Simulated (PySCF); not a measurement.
**Nonlinear optical response: `C1(B(F)F)=CC=C(C#C)N1C`, C7H6BF2N**

Molfile (atoms numbered from 1):
```
C7H6BF2N
     RDKit          3D

 17 17  0  0  0  0  0  0  0  0999 V2000
   -3.6418    0.3231   -0.0969 C   0  0  0  0  0  0  0  0  0  0  0  0
   -2.4409    0.5008   -0.0628 C   0  0  0  0  0  0  0  0  0  0  0  0
   -1.0428    0.7204   -0.0171 C   0  0  0  0  0  0  0  0  0  0  0  0
   -0.3491    1.9045    0.2527 C   0  0  0  0  0  0  0  0  0  0  0  0
    1.0141    1.5993    0.1802 C   0  0  0  0  0  0  0  0  0  0  0  0
    1.1428    0.2414   -0.1310 C   0  0  0  0  0  0  0  0  0  0  0  0
    2.4426   -0.5438   -0.2990 B   0  0  0  0  0  0  0  0  0  0  0  0
    3.6132    0.0545   -0.1466 F   0  0  0  0  0  0  0  0  0  0  0  0
    2.4700   -1.8384   -0.5944 F   0  0  0  0  0  0  0  0  0  0  0  0
   -0.1301   -0.2728   -0.2466 N   0  0  0  0  0  0  0  0  0  0  0  0
   -0.4621   -1.6424   -0.5648 C   0  0  0  0  0  0  0  0  0  0  0  0
   -4.7051    0.1718   -0.1266 H   0  0  0  0  0  0  0  0  0  0  0  0
   -0.8143    2.8621    0.4731 H   0  0  0  0  0  0  0  0  0  0  0  0
    1.8483    2.2812    0.3342 H   0  0  0  0  0  0  0  0  0  0  0  0
   -1.5536   -1.7464   -0.5688 H   0  0  0  0  0  0  0  0  0  0  0  0
   -0.0706   -1.9180   -1.5539 H   0  0  0  0  0  0  0  0  0  0  0  0
   -0.0375   -2.3280    0.1814 H   0  0  0  0  0  0  0  0  0  0  0  0
  1  2  3  0
  2  3  1  0
  3  4  2  0
  4  5  1  0
  5  6  2  0
  6  7  1  0
  7  8  1  0
  7  9  1  0
  6 10  1  0
 10 11  1  0
 10  3  1  0
  1 12  1  0
  4 13  1  0
  5 14  1  0
 11 15  1  0
 11 16  1  0
 11 17  1  0
M  END
```

Computed with quadratic response CAM-B3LYP/aug-cc-pVDZ first hyperpolarisability, Taylor convention, gas phase (PySCF). Geometry: PBE0-D3(BJ)/def2-SVP.

Problem. What is the first hyperpolarisability, and how does it disperse?

Solution. In 10⁻³⁰ esu, Taylor convention; the vector part is βᵢ = ⅓ Σⱼ (βᵢⱼⱼ + βⱼᵢⱼ + βⱼⱼᵢ); β∥ is 3/5 of the vector part along the dipole, the dipole points from − to +:
```csv
process,λ (nm),β vector norm,β∥,β HRS,depolarisation ratio
"static β(0;0,0)",∞,1.64,-0.50,1.29,1.98
"second harmonic β(−2ω;ω,ω)",1907,1.82,-0.48,1.41,2.02
"Pockels β(−ω;ω,0)",1907,1.70,-0.49,–,–
"second harmonic β(−2ω;ω,ω)",1064,2.40,-0.38,1.76,2.14
"Pockels β(−ω;ω,0)",1064,1.83,-0.48,–,–
```

Problem. Which lowest excitations, dipole and polarisabilities go with it?

Solution. S1 4.75 eV (f = 0.486); S2 5.34 eV (f = 0.032); S3 5.48 eV (f = 0.000); dipole 2.42 D; isotropic α 109.9 au static, 110.4 au at 1907 nm, 111.8 au at 1064 nm, 112.3 au at 953.5 nm, 118.9 au at 532 nm.
